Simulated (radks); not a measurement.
Values are calculated unless marked as measured or tabulated.
All-electron atom: Li I in [He] 2s1.

Code: a radial shooting solver on a logarithmic mesh with Libxc functionals. Model: scalar-relativistic Kohn-Sham, r2SCAN, spin-unpolarised, spherical densities, finite nucleus; meta-GGA in the generalised Kohn-Sham scheme; Fermi nuclear charge, rms radius 2.444 fm; without spin polarisation the odd electron is poorly described.

Energy parts (hartree):
| part | energy |
|---|---|
| total | -7.46639 |
| kinetic | 7.42231 |
| electron-nucleus | -17.11076 |
| Hartree | 4.02679 |
| exchange-correlation | -1.80473 |

Orbitals (lengths in bohr, moments of r in powers of bohr; r(90%) holds 90 % of the orbital's charge):
\begin{tabular}{lrrrrrr}
orbital & occ. & eigenvalue (hartree) & <r^2> & <1/r> & r(90%) & <r^4> \\ \hline
1s & 2 & -1.96880 & 0.4563 & 2.683 & 1.04 & 0.5733 \\
2s & 1 & -0.10478 & 18.99 & 0.3375 & 6.28 & 653.3 \\
\end{tabular}

The highest occupied level is 2s at -2.851 eV. Summed over all electrons, <r^2> = 19.90 bohr^2, which gives a Langevin (diamagnetic) susceptibility term of -15.8 x 10^-6 cm^3/mol. The electron density at the nucleus is 14 e/bohr^3 (large components only).
